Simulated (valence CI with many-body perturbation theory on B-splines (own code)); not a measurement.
Valence orbitals of K⁶⁺

Level of theory: valence CI with perturbative core correlation (CI+MBPT): three valence electrons over a frozen Dirac-Fock core [Ne], radial functions for each j: 11 s, 11 p, 9 d, 7 f, 5 g, 2 h, 1 i, with the one-electron correlation potential Σ1, the two-electron term Σ2, the three-electron term Σ3, Breit, model QED; selected CI, second order for the rest, scaled by the run's own slope (own B-spline code, finite nucleus).

Set against measurement, 57 paired levels are off by 92 cm⁻¹ on average, the worst by 206. These come from a selection out of Sansonetti, J. Phys. Chem. Ref. Data 37, 7 (2008). Levels without a partner in it may be off by more.

These are the spectroscopic orbitals of the CI (the correlating ones are not listed), shaped by the core and the other valence electrons. h is the expectation value of the core's Dirac-Fock operator, without the valence repulsion; Σ1 is computed up to l = 3 at one energy for each symmetry, that of its lowest orbital but kept below the first core excitation, so for empty shells it is not the orbital's own correlation shift; Breit and QED include the response of the core.

```csv
Orbital,h (hartree),Σ1 (cm⁻¹),Breit (cm⁻¹),QED (cm⁻¹),⟨r⟩ (bohr)
3s1/2,-6.4224,-4272,205,132,1.120
4s1/2,-3.232,-1155,66.7,43.5,2.301
5s1/2,-1.9377,-467,28.5,18.6,3.940
6s1/2,-1.2919,-240,15.0,9.8,5.995
3p1/2,-5.7,-4271,297,-14.8,1.164
4p1/2,-2.945,-1167,95.9,-4.7,2.460
5p1/2,-1.8025,-510,44.3,-2.1,4.173
6p1/2,-1.2172,-271,24.1,-1.2,6.312
3p3/2,-5.6823,-4220,175,-6.5,1.168
4p3/2,-2.9385,-1157,55.9,-2.1,2.466
5p3/2,-1.7993,-507,25.7,-0.9,4.181
6p3/2,-1.2155,-270,14.0,-0.5,6.322
3d3/2,-4.6865,-4087,53.6,-5.0,1.203
4d3/2,-2.5693,-1179,20.8,-1.9,2.653
5d3/2,-1.6238,-539,10.5,-0.9,4.495
3d5/2,-4.6851,-4066,9.9,-3.9,1.203
4d5/2,-2.5686,-1172,4.0,-1.5,2.654
5d5/2,-1.6235,-536,2.0,-0.7,4.496
4f5/2,-2.4408,-343,0.2,-0.1,2.486
5f5/2,-1.5596,-192,0.1,-0.1,4.390
4f7/2,-2.4406,-343,-0.2,0.0,2.486
5f7/2,-1.5595,-192,-0.2,0.0,4.390
5g7/2,-1.5423,,0.0,0.0,3.916
5g9/2,-1.5422,,0.0,0.0,3.917
```

Among the shells of the start configuration 3s2 3p1, Σ1 is largest in size for 3s1/2, where it is 0.30 % of h.

Lowest root of each symmetry, sizes in configuration state functions:

| J | Parity | Roots | Reference | Variational | Second order | Change by selected CI (cm⁻¹) | Change by second order (cm⁻¹) |
| --- | --- | --- | --- | --- | --- | --- | --- |
| 1/2 | even | 10 | 52 | 8792 | 26309 | -1222 | 0 |
| 3/2 | even | 13 | 72 | 15275 | 44834 | -1218 | 0 |
| 5/2 | even | 11 | 66 | 16817 | 64996 | -1221 | 0 |
| 7/2 | even | 5 | 39 | 12286 | 63753 | -3342 | -3 |
| 9/2 | even | 3 | 19 | 10424 | 53945 | -4885 | -4 |
| 1/2 | odd | 9 | 49 | 9868 | 30805 | -2597 | -1 |
| 3/2 | odd | 14 | 76 | 14851 | 57193 | -2591 | -1 |
| 5/2 | odd | 10 | 69 | 16350 | 72349 | -1941 | -2 |
| 7/2 | odd | 5 | 48 | 14183 | 76363 | -2442 | -2 |
| 9/2 | odd | 2 | 22 | 8357 | 58841 | -2438 | -6 |
